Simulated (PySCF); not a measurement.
Compound: C9H12.
Bonds: C1–C2, C2–C3, C2–C4, C4–C5 (aromatic), C5–C6 (aromatic), C6–C7 (aromatic), C7–C8 (aromatic), C8–C9 (aromatic), C4–C9 (aromatic). Hydrogens: H10, H11, H12 on C1; H13 on C2; H14, H15, H16 on C3; H17 on C5; H18 on C6; H19 on C7; H20 on C8; H21 on C9.

Torsions of this conformer, `[CH3:1][CH:2]([CH3:3])[c:4]1[cH:5][cH:6][cH:7][cH:8][cH:9]1`: C1–C2–C4–C5 -63°.

The closed-shell ground state was solved at several levels (PySCF, density fitting, gas phase, non-relativistic). The structure is a single PBE0-D3(BJ)/def2-SVP conformer in the gas phase; no vibrational or solvent corrections.

```csv
level,basis functions,HOMO (eV),LUMO (eV),gap (eV),dipole (D)
HF/pcSseg-1,213,-8.85,3.48,12.33,0.36
CAM-B3LYP/def2-SVPD,276,-8.18,0.86,9.04,0.37
```

Question: What might PBE0/pcSseg-1 (213 basis functions) give for the same quantities?

Answer: HOMO -7.00 eV, LUMO -0.16 eV, gap 6.84 eV, dipole 0.38 D.

Question: Over all these levels, which gives the widest orbital gap and which the narrowest?

Answer: HF/pcSseg-1 (Hartree–Fock, all exact exchange) has the widest, 12.33 eV, and PBE0/pcSseg-1 (global hybrid, 25 % exact exchange) the narrowest, 6.84 eV. The two share the basis. From the narrowest to the widest the HOMO moves by -1.85 eV and the LUMO by +3.64 eV. The HOMO need not be the same orbital at Hartree–Fock and at DFT levels.

Question: How far do the dipole and the HOMO energy spread over the levels?

Answer: The dipole runs from 0.36 to 0.38 D (mean 0.37 D) and the HOMO from -8.85 to -7.00 eV.
